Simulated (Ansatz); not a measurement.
`O=CC[SiH3]` + H₂O → `O=CCO` + SiH₄ at 700 K and 1 bar (formal hydrolysis of a C–Si bond).

Computed with Ansatz on PBE0-D4/def2-TZVP structures; ΔE is electronic, products minus reactants. CBS: MP2 limit from def2 TZ/QZ plus the TZ coupled-cluster correction, frozen cores. This one scheme is used for every species. One conformer a species, not always the lowest.

```tsv
species	CCSD(T)/CBS energy (Eh)	H − E (kJ/mol)	S (J/(mol·K))
`O=CC[SiH3]`	-443.94595	254.2	421.5
H₂O	-76.37941	80.5	218.4
`O=CCO`	-228.83184	212.8	357.8
SiH₄	-291.46306	115.5	252.9
```

H − E and S are ideal-gas, rigid-rotor, harmonic terms from PBE0-D4/def2-TZVP, for one conformer and one mirror image of each species. 1 Eh = 2625.50 kJ/mol, R = 8.31446 J/(mol·K).

Problem. By hand: ΔE, ΔH, ΔS and ΔG.

Solution. ΔE = (-228.83184) + (-291.46306) − (-443.94595) − (-76.37941) = 0.03046 Eh = 80.0 kJ/mol. Δ(H − E) = 212.8 + 115.5 − 254.2 − 80.5 = -6.4, so ΔH = 73.6 kJ/mol. ΔS = 357.8 + 252.9 − 421.5 − 218.4 = -29.2 J/(mol·K). ΔG = 73.6 − 700 × (-29.2)/1000 = 94.0 kJ/mol.

Problem. By hand: the equilibrium constant, and the temperature at which ΔG would vanish if ΔH and ΔS stayed fixed.

Solution. log₁₀ K = −ΔG/(RT ln 10) = -7.0. ΔH and −TΔS have one sign here, so there is no such temperature.

ΔH outweighs TΔS. A doubt of 5 kJ/mol in ΔE shifts log₁₀ K by 0.4 here. Other conformers and mirror images would add mixing entropy, several J/(mol·K) or more a flexible species. These are equilibria of isolated gas molecules and say nothing of rates. Largest T1 diagnostic: 0.014 (customary marks: 0.02 for closed shells, 0.045 for open ones).
